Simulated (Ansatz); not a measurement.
Consider the silylene loss: `C[CH2][AlH][SiH3]` → `C[CH2][AlH2]` + `[SiH2]`.

Calculated with Ansatz (gas phase, PBE0-D4/def2-TZVP geometries, no zero-point term in ΔE). CBS: MP2 limit from def2 TZ/QZ plus the TZ coupled-cluster correction, frozen cores. This one scheme is used for every species. Functionals use def2-TZVPP. B3LYP here is the variant with VWN-RPA as its local correlation; programs differ in this. Each species was taken in one conformer, which may not be the lowest.

(1) Is it downhill or uphill in electronic energy at CCSD(T)/CBS, and by how much? (Best estimate.)

(2) What do these levels give: PBE-D4, PBE0-D4, B3LYP-D4, ωB97X-V, ωB97M-V, B2PLYP, PBE, B3LYP, MP2/def2-TZVPP, SCS-MP2/def2-TZVPP, MP2/def2-QZVPP, MP2/CBS(def2)? (Estimate.)

Largest T1 diagnostic among the species: 0.014.

## Answers

(1) Computed: Uphill: ΔE = +244.5 kJ/mol.

(2) Ansatz gave: PBE-D4 260.3, PBE0-D4 265.2, B3LYP-D4 239.8, ωB97X-V 254.1, ωB97M-V 234.2, B2PLYP 237.1, PBE 253.1, B3LYP 228.6, MP2/def2-TZVPP 251.2, SCS-MP2/def2-TZVPP 238.6, MP2/def2-QZVPP 254.3, MP2/CBS(def2) 256.6 kJ/mol.

The D4 term adds +11.3 kJ/mol with B3LYP and +6.5 kJ/mol with PBE0; it sums over pairs of atoms, weighted by their polarisabilities, and B3LYP, whose exchange is more repulsive, gets the larger term. From PBE to PBE0 (25 % exact exchange), in def2-TZVPP and without D4, ΔE moves by +5.5 kJ/mol.
